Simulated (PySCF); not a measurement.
Compound: C7H5FO2.
Bonds: O1–C2 (double), C2–O3, C2–C4, C4–C5 (aromatic), C5–C6 (aromatic), C6–C7 (aromatic), C7–C8 (aromatic), C8–F9, C8–C10 (aromatic), C4–C10 (aromatic). Hydrogens: H11 on O3; H12 on C5; H13 on C6; H14 on C7; H15 on C10.

Level: PBE0/pcSseg-1 and CAM-B3LYP/def2-SVPD in PySCF, non-relativistic, on one gas-phase PBE0-D3(BJ)/def2-SVP geometry that isn't relaxed in the solvent. The solvent is an IEF-PCM continuum (cavity from Bondi-type radii × 1.2). The model holds no explicit solvent molecules, cavitation or dispersion.

Gas phase at PBE0/pcSseg-1: HOMO -7.57 eV, LUMO -1.73 eV, dipole 0.56 D.

**Question.** What does the continuum do to the energy, the frontier levels and the dipole at PBE0/pcSseg-1 in cyclohexane, chloroform and tetrahydrofuran?

**Answer.** 
```
        solvent      ε  E(solvent) − E(gas) (kcal/mol)  polarisation term (kcal/mol)  distortion of the solute (kcal/mol)  HOMO (eV)  LUMO (eV)  dipole (D)
    cyclohexane  2.017                           -2.90                         -3.03                                 0.13      -7.53      -1.70        0.68
     chloroform  4.711                           -5.18                         -5.58                                 0.40      -7.52      -1.69        0.78
tetrahydrofuran  7.426                           -5.92                         -6.45                                 0.53      -7.52      -1.69        0.82
```

The first energy column is the sum of the next two and covers electrostatics alone. From cyclohexane to tetrahydrofuran the lowering changes by a factor 2.04, Onsager's factor (ε − 1)/(2ε + 1) by 2.01 and ε itself by 3.7.

**Question.** Which ESP-fitted charges (PBE0/pcSseg-1) respond most in chloroform (means over atoms taken as equivalent)?

**Answer.** 
```json
{"atoms": "O1", "environment": "acid carbonyl oxygen", "gas (e)": "-0.537", "solvent (e)": "-0.580", "change": "-0.043"}
{"atoms": "C2", "environment": "carboxylic acid carbon", "gas (e)": "+0.658", "solvent (e)": "+0.695", "change": "+0.037"}
{"atoms": "C4", "environment": "substituted aromatic carbon", "gas (e)": "+0.087", "solvent (e)": "+0.059", "change": "-0.028"}
{"atoms": "H11", "environment": "acid proton", "gas (e)": "+0.438", "solvent (e)": "+0.462", "change": "+0.024"}
{"atoms": "O3", "environment": "acid hydroxyl oxygen", "gas (e)": "-0.585", "solvent (e)": "-0.599", "change": "-0.014"}
{"atoms": "H14", "environment": "aromatic hydrogen", "gas (e)": "+0.197", "solvent (e)": "+0.210", "change": "+0.013"}
{"atoms": "H13", "environment": "aromatic hydrogen", "gas (e)": "+0.152", "solvent (e)": "+0.165", "change": "+0.013"}
{"atoms": "F9", "environment": "aryl fluorine", "gas (e)": "-0.202", "solvent (e)": "-0.212", "change": "-0.010"}
```

**Question.** Which Mayer bond orders change most in chloroform?

**Answer.** 
| bond | length (Å) | gas | solvent | change |
| --- | --- | --- | --- | --- |
| O1–C2 | 1.205 | 1.957 | 1.933 | -0.024 |
| C2–O3 | 1.339 | 1.150 | 1.171 | +0.021 |
| C4–C5 | 1.398 | 1.415 | 1.403 | -0.012 |
| O3–H11 | 0.969 | 0.929 | 0.918 | -0.011 |
| C8–F9 | 1.331 | 0.891 | 0.883 | -0.008 |
| C2–C4 | 1.487 | 0.974 | 0.980 | +0.006 |
| C8–C10 | 1.388 | 1.411 | 1.416 | +0.005 |
| C5–C6 | 1.391 | 1.428 | 1.431 | +0.003 |

Gas phase at CAM-B3LYP/def2-SVPD: HOMO -8.82 eV, LUMO -0.77 eV, dipole 0.64 D.

**Question.** What does the continuum do to the energy, the frontier levels and the dipole at CAM-B3LYP/def2-SVPD in cyclohexane and chloroform?

**Answer.** 
```json
{"solvent": "cyclohexane", "ε": "2.017", "E(solvent) − E(gas) (kcal/mol)": "-2.97", "polarisation term (kcal/mol)": "-3.11", "distortion of the solute (kcal/mol)": "0.14", "HOMO (eV)": "-8.76", "LUMO (eV)": "-0.71", "dipole (D)": "0.76"}
{"solvent": "chloroform", "ε": "4.711", "E(solvent) − E(gas) (kcal/mol)": "-5.29", "polarisation term (kcal/mol)": "-5.77", "distortion of the solute (kcal/mol)": "0.48", "HOMO (eV)": "-8.74", "LUMO (eV)": "-0.69", "dipole (D)": "0.87"}
```

**Question.** How does the static polarisability (CAM-B3LYP/def2-SVPD, frozen core, with the continuum's full static response) change?

**Answer.** 
```
     medium  isotropic (au)  principal values (au)  ⟨r²⟩ of the electrons (bohr²)
        gas            87.5      50.4, 95.9, 116.3                         1490.7
cyclohexane            98.9     55.5, 109.7, 131.6                         1490.5
 chloroform           109.6     61.5, 122.8, 144.6                         1490.3
```

The isotropic value in chloroform is 1.25 times the gas-phase one; no cavity-field correction is applied. ⟨r²⟩ is taken about the centre of nuclear charge.

Conformer computed: `[O:1]=[C:2]([OH:3])[c:4]1[cH:5][cH:6][cH:7][c:8]([F:9])[cH:10]1`: O1–C2–C4–C5 -1°, H–O3–C2–O1 0°.
